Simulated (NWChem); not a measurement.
Atomisation of C2HCl2

```xyz
5

C      1.5793     0.8203     0.0000
C      0.4097     0.2319     0.0000
Cl    -1.0934     1.1110     0.0000
Cl     0.2360    -1.5175     0.0000
H      2.6416     0.5973     0.0000
```
Charge 0, spin multiplicity 2.

The numbers come from NWChem runs, not from measurements. The geometry was optimised at UB3LYP/def2-SVP, a minimum by its harmonic frequencies.

Basis set: def2-TZVP. The atomisation energy is electronic alone: no zero-point, thermal, spin-orbit or counterpoise terms. No value is extrapolated to the basis-set limit. Free atoms are single determinants with multiplicities C 3, Cl 2, H 2. Correlated methods freeze the same cores in atoms and molecule, 12 orbitals in all.

Relative cost: rough, from shared machines, SCF included, BLYP = 1. Costs are the molecule's.

B3LYP has NWChem's definition, with VWN1-RPA local correlation. The structure started from a generated list of species. The unpaired electrons of the parent sit in orbitals of symmetry a' (Cs labels of the run); other states weren't searched. The stability of the SCF solutions was not checked. Open-shell Hartree-Fock references start from PBE0 orbitals; any time given for them includes that run.

```csv
method,atomisation energy (kcal/mol),relative cost,remark
BLYP,…,1,-
PBE,424.1,under 3,-
BP86,419.4,under 3,-
B3LYP,…,under 3,-
PBE0,408.4,under 3,-
TPSS,404.7,under 3,-
HF,270.2,under 3,spin-contaminated
MP2,390.9,5,spin-contaminated
```

Problem. Fill in the missing entries.

Solution. 
- BLYP, atomisation energy (kcal/mol): 397.4
- B3LYP, atomisation energy (kcal/mol): 393.5
